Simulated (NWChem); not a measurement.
# CH₄N₂O₂Si; SMILES N#CO[Si@@H](N)O

```xyz
10

N     -0.5813    -2.7616    -0.1193
C      0.0551    -1.8079     0.0807
O      0.7316    -0.7497     0.2927
Si    -0.0089     0.8289     0.3853
N      0.9644     1.9993    -0.3357
O     -1.4149     0.6675    -0.4458
H     -0.1187     1.0891     1.8356
H      1.0736     2.0931    -1.3382
H      1.6130     2.5668     0.1940
H     -1.8676    -0.1842    -0.4467
```
Atoms are numbered in this order, from 1.

Results from NWChem. Pople sets run with spherical d functions. Structure relaxed at the PBE0/def2-SVP level. B3LYP is NWChem's, with the RPA form of VWN correlation. Atomic charges in e: unrestrained fits to the electrostatic potential beside Mulliken populations; buried atoms are poorly determined by the fit.

For level B3LYP/def2-SVP:

```
Item          Result
------------  ------
Mulliken N1    -0.04
Mulliken C2    -0.06
Mulliken O3    -0.36
ESP Si4         1.08
Mulliken Si4    0.81
ESP N5         -0.86
Mulliken N5    -0.33
```

Problem. What are these values for level Hartree-Fock/6-31G*?

Solution. The Mulliken N1 is -0.42. The Mulliken C2 is 0.56. The Mulliken O3 comes out as -0.74. The ESP Si4 is 1.29 and the Mulliken Si4 is 1.39. The ESP N5 is -1.05 and the Mulliken N5 is -1.06.
